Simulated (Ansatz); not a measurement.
Ansatz (a quantum-chemistry and plane-wave program) input (MP2/6-31G*):

Ansatz 0.2 input:
```yaml
crystal:
  periodic: [false, false, false]
  atoms:
    - {symbol: C, position_ang: [-1.38192300, -0.13927200, -0.03950900]}
    - {symbol: C, position_ang: [0.07232300, 0.01276600, -0.29983500]}
    - {symbol: F, position_ang: [0.83790800, -1.01627300, 0.08872400]}
    - {symbol: F, position_ang: [0.61747500, 1.15976800, 0.12820400]}
    - {symbol: H, position_ang: [-1.57576300, -0.17849400, 1.04003700]}
    - {symbol: H, position_ang: [-1.74308100, -1.06007200, -0.49417900]}
    - {symbol: H, position_ang: [-1.92199900, 0.70614900, -0.46213500]}
basis:
  gaussian:
    orbitals: 6-31G*
magnetization: {spin_polarized: true, initial_magnetization: 1}
correlation: {method: mp2, electrons: outside_noble_gas}
relax: {f_tol: 0.003, max_steps: 120}
```

Output:

```
Functional definition: HF
these checks for a lower state are left out or cut short: cluster_reference
integrals: 0.02 GiB planned
703 factors; integrals over basis functions are off by at most 4.2e-4 eV
mean field: 0.20 GiB planned
mean field evaluation 1: about -7516.2406 eV, gradient 2.3e1 eV
mean field evaluation 2: about -7516.2960 eV, gradient 2.3e1 eV
mean field evaluation 4: about -7518.7409 eV, gradient 3.0e0 eV
mean field evaluation 8: about -7518.8303 eV, gradient 1.9e-1 eV
mean field evaluation 16: about -7518.8310 eV, gradient 3.4e-6 eV
mean field -7518.83095827 eV, -276.3119412698 hartree, gradient 3.4e-6 eV, S^2 0.755826; 0 other end points of the search recorded, 0 dependent functions left out
4 core orbitals not correlated
reference -7518.83095827 eV, -276.3119412698 hartree; 13, 12 occupied and 49, 50 virtual orbitals, 703 factors
densities: 0.14 GiB planned
second order -15.66390503 eV of doubles, -0.00000000 eV of singles
the calculation of the forces begins
relax step   1: F+E_penalty+E_count = -7534.49486330 eV  Δ(F+E_penalty+E_count) = +0.000e0 eV  max|allowed force component| = 4.393e-1 eV/Å  Δτ_max = 0.0000 Å  (52 SCF iters, accepted)
these checks for a lower state are left out or cut short: starts, cluster_reference, orbital_swaps, neighbouring_geometries, increment
integrals: 0.02 GiB planned
703 factors; integrals over basis functions are off by at most 4.2e-4 eV
mean field: 0.20 GiB planned
mean field -7518.82260491 eV, -276.3116342893 hartree, gradient 2.7e-6 eV, S^2 0.755568; 0 other end points of the search recorded, 0 dependent functions left out
4 core orbitals not correlated
reference -7518.82260491 eV, -276.3116342893 hartree; 13, 12 occupied and 49, 50 virtual orbitals, 703 factors
densities: 0.14 GiB planned
second order -15.67783686 eV of doubles, -0.00000000 eV of singles
the calculation of the forces begins
relax step   2: F+E_penalty+E_count = -7534.50044177 eV  Δ(F+E_penalty+E_count) = -5.578e-3 eV  max|allowed force component| = 1.699e-1 eV/Å  Δτ_max = 0.0157 Å  (44 SCF iters, accepted)
these checks for a lower state are left out or cut short: starts, cluster_reference, orbital_swaps, neighbouring_geometries, increment
integrals: 0.02 GiB planned
703 factors; integrals over basis functions are off by at most 4.2e-4 eV
mean field: 0.20 GiB planned
mean field evaluation 32: about -7518.8134 eV, gradient 3.1e-1 eV
mean field -7518.81395325 eV, -276.3113163468 hartree, gradient 4.6e-6 eV, S^2 0.755606; 0 other end points of the search recorded, 0 dependent functions left out
4 core orbitals not correlated
reference -7518.81395325 eV, -276.3113163468 hartree; 13, 12 occupied and 49, 50 virtual orbitals, 703 factors
densities: 0.14 GiB planned
second order -15.68761437 eV of doubles, -0.00000000 eV of singles
the calculation of the forces begins
relax step   3: F+E_penalty+E_count = -7534.50156762 eV  Δ(F+E_penalty+E_count) = -1.126e-3 eV  max|allowed force component| = 2.636e-2 eV/Å  Δτ_max = 0.0048 Å  (33 SCF iters, accepted)
these checks for a lower state are left out or cut short: starts, cluster_reference, orbital_swaps, neighbouring_geometries, increment
integrals: 0.02 GiB planned
703 factors; integrals over basis functions are off by at most 4.2e-4 eV
mean field: 0.20 GiB planned
mean field -7518.81410076 eV, -276.3113217678 hartree, gradient 1.8e-6 eV, S^2 0.755600; 0 other end points of the search recorded, 0 dependent functions left out
4 core orbitals not correlated
reference -7518.81410076 eV, -276.3113217678 hartree; 13, 12 occupied and 49, 50 virtual orbitals, 703 factors
densities: 0.14 GiB planned
second order -15.68749558 eV of doubles, -0.00000000 eV of singles
the calculation of the forces begins
relax step   4: F+E_penalty+E_count = -7534.50159634 eV  Δ(F+E_penalty+E_count) = -2.872e-5 eV  max|allowed force component| = 1.358e-2 eV/Å  Δτ_max = 0.0018 Å  (33 SCF iters, accepted)
these checks for a lower state are left out or cut short: starts, cluster_reference, orbital_swaps, neighbouring_geometries, increment
integrals: 0.02 GiB planned
703 factors; integrals over basis functions are off by at most 4.2e-4 eV
mean field: 0.20 GiB planned
mean field -7518.81482880 eV, -276.3113485226 hartree, gradient 1.8e-6 eV, S^2 0.755608; 0 other end points of the search recorded, 0 dependent functions left out
4 core orbitals not correlated
reference -7518.81482880 eV, -276.3113485226 hartree; 13, 12 occupied and 49, 50 virtual orbitals, 703 factors
densities: 0.14 GiB planned
second order -15.68676024 eV of doubles, -0.00000000 eV of singles
the calculation of the forces begins
relax step   5: F+E_penalty+E_count = -7534.50158904 eV  Δ(F+E_penalty+E_count) = +7.302e-6 eV  max|allowed force component| = 2.256e-2 eV/Å  Δτ_max = 0.0010 Å  (33 SCF iters, rejected (line search))
these checks for a lower state are left out or cut short: starts, cluster_reference, orbital_swaps, neighbouring_geometries, increment
integrals: 0.02 GiB planned
703 factors; integrals over basis functions are off by at most 4.2e-4 eV
mean field: 0.20 GiB planned
mean field evaluation 64: about -7518.8145 eV, gradient 1.5e-6 eV
mean field -7518.81449836 eV, -276.3113363793 hartree, gradient 1.5e-6 eV, S^2 0.755599; 0 other end points of the search recorded, 0 dependent functions left out
4 core orbitals not correlated
reference -7518.81449836 eV, -276.3113363793 hartree; 13, 12 occupied and 49, 50 virtual orbitals, 703 factors
densities: 0.14 GiB planned
second order -15.68710252 eV of doubles, -0.00000000 eV of singles
the calculation of the forces begins
relax step   6: F+E_penalty+E_count = -7534.50160089 eV  Δ(F+E_penalty+E_count) = -4.542e-6 eV  max|allowed force component| = 1.560e-3 eV/Å  Δτ_max = 0.0005 Å  (33 SCF iters, accepted)
these checks for a lower state are left out or cut short: cluster_reference
integrals: 0.02 GiB planned
703 factors; integrals over basis functions are off by at most 4.2e-4 eV
mean field: 0.20 GiB planned
mean field -7518.81449836 eV, -276.3113363793 hartree, gradient 1.5e-6 eV, S^2 0.755599; 1 other end points of the search recorded, 0 dependent functions left out
4 core orbitals not correlated
reference -7518.81449836 eV, -276.3113363793 hartree; 13, 12 occupied and 49, 50 virtual orbitals, 703 factors
densities: 0.14 GiB planned
second order -15.68710252 eV of doubles, -0.00000000 eV of singles
the calculation of the forces begins
Total energy: -7534.50160089 eV, -276.8878267640 hartree
Atom 0 at    -1.381078    -0.139113    -0.043559 Å, force    -0.000941    -0.000093    -0.000130 eV/Å
Atom 1 at     0.075078     0.013293    -0.313492 Å, force     0.000977     0.000095     0.000205 eV/Å
Atom 2 at     0.829680    -1.026087     0.097927 Å, force    -0.000864    -0.000059     0.000171 eV/Å
Atom 3 at     0.607480     1.167396     0.137723 Å, force    -0.000857    -0.000121     0.000170 eV/Å
Atom 4 at    -1.556400    -0.176493     1.037855 Å, force     0.001560     0.000165    -0.000411 eV/Å
Atom 5 at    -1.745188    -1.062924    -0.493642 Å, force     0.000061     0.000023    -0.000003 eV/Å
Atom 6 at    -1.924632     0.708499    -0.461504 Å, force     0.000065    -0.000010    -0.000003 eV/Å
Dipole moment:    -0.391467    -0.039156    -0.027563 e Å
Checks for a lower state left out: cluster_reference
```

The geometry given is a B3LYP-D3(BJ)/def2-TZVP minimum.
